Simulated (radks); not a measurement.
The mean radii <r> (bohr) of the occupied orbitals of an atom or ion are listed with their occupations. Method: Dirac Kohn-Sham, PBE, spin-unpolarised, spherical densities, finite nucleus; Fermi nuclear charge, rms radius of each element as measured or else 0.836 A^(1/3) + 0.57 fm; computed with a radial shooting solver on a logarithmic mesh with Libxc functionals.

orbital  occ.      <r>
1s1/2       2  0.01774
2s1/2       2  0.07389
2p1/2       2  0.06098
2p3/2       4  0.06904
3s1/2       2   0.1851
3p1/2       2   0.1745
3p3/2       4   0.1875
3d3/2       4   0.1618
3d5/2       1   0.1658

Name the element and its charge. Open shells, if any, fill j = l - 1/2 first.

Answer. Z = 76, osmium, charge +53: Os53+ in [Ar] 3d5. The 1s radius gives Z: for a bare nucleus <r> = (2 gamma + 1)/(2Z) with gamma = sqrt(1 - (Z/c)^2), 0.01753 bohr for Z = 76, and screening makes it slightly larger (0.01774 here). The occupations add up to 23, and the charge is Z minus that.
